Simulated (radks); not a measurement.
Radial electron density D(r) = 4 pi r^2 rho(r) of an atom or ion with 60 electrons. All-electron calculation, non-relativistic Kohn-Sham, PBE, spin-unpolarised, spherical densities, point nucleus. Program: a radial shooting solver on a logarithmic mesh with Libxc functionals.

```
   r/bohr * D(r) (the largest magnitude, 103, reaches the edge; | marks zero)
 0.001777 |  *
 0.002069 |   *
 0.002428 |    *
 0.002827 |     *
 0.003291 |       *
 0.003831 |         *
  0.00446 |           *
 0.005234 |               *
 0.006093 |                  *
 0.007094 |                      *
 0.008258 |                          *
 0.009691 |                              *
  0.01128 |                                  *
  0.01313 |                                     *
  0.01529 |                                       *
   0.0178 |                                        *
  0.02089 |                                        *
  0.02432 |                                      *
  0.02831 |                                     *
  0.03296 |                                    *
  0.03867 |                                     *
  0.04502 |                                        *
  0.05241 |                                             *
  0.06102 |                                                   *
  0.07104 |                                                      *
  0.08336 |                                                      *
  0.09705 |                                                  *
    0.113 |                                             *
   0.1315 |                                          *
   0.1543 |                                           *
   0.1797 |                                              *
   0.2092 |                                                *
   0.2435 |                                            *
   0.2835 |                                  *
   0.3327 |                        *
   0.3873 |                  *
   0.4509 |                   *
   0.5249 |                      *
    0.616 |                     *
   0.7171 |                 *
   0.8348 |            *
   0.9718 |        *
    1.131 |     *
    1.328 |    *
    1.546 |   *
    1.799 |  *
    2.095 | *
    2.458 |*
    2.862 |*
    3.332 *
    3.878 *
    4.515 *
    5.299 *
    6.168 *
    7.181 *
     8.36 *
     9.81 *
    11.42 *
```

What is the nuclear charge?

Answer. Z = 61. The innermost maximum, from 1s, lies near 1/Z = 0.0164 bohr (found: 0.0182), and its height grows with Z. The density is that of the promethium ion Pm+ in [Xe] 4f5 6s1; the configuration itself is not fixed sharply by these data, and Z only to a few units. D(r) has 4 maxima, at r = 0.0182, 0.0763, 0.204, 0.564 bohr, and minima at 0.0332, 0.138, 0.410 bohr, inside which lie 1.97, 11.38, 29.29 electrons.
